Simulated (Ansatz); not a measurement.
Species: CNO, charge 0, multiplicity 2. It need not be the lowest isomer of its formula. SMILES: N#C[O]
Structure (B3LYP-D3(BJ)/def2-TZVP (Ansatz, a quantum-chemistry and plane-wave program) minimum search):
```
C
O 1 1.1754
N 1 1.2216 2 180.00
```
Charge 0, spin multiplicity 2.

Parts of the frozen-core correlation energy in cc-pVDZ (Ansatz, hartree). Frozen orbitals: 3; correlated occupied orbitals by spin: 8 and 7; virtual: 31 and 32. Open shells are spin-unrestricted. Spin-orbit coupling is left out. Non-relativistic.

| term | value |
|---|---|
| reference (HF) | -167.14442 |
| MP2 opposite-spin | -0.30061 |
| MP2 same-spin | ? |
| CCSD correlation | ? |
| (T) | ? |
| CCSDT minus CCSD(T) | -0.00116 |
| T1 diagnostic | 0.027 |
| largest doubles amplitude | 0.085 |
| <S^2> of the reference | 0.846 |

Problem. Complete the blanks.

Solution. 
- MP2 same-spin, value: -0.11523
- CCSD correlation, value: -0.43545
- (T), value: -0.01676
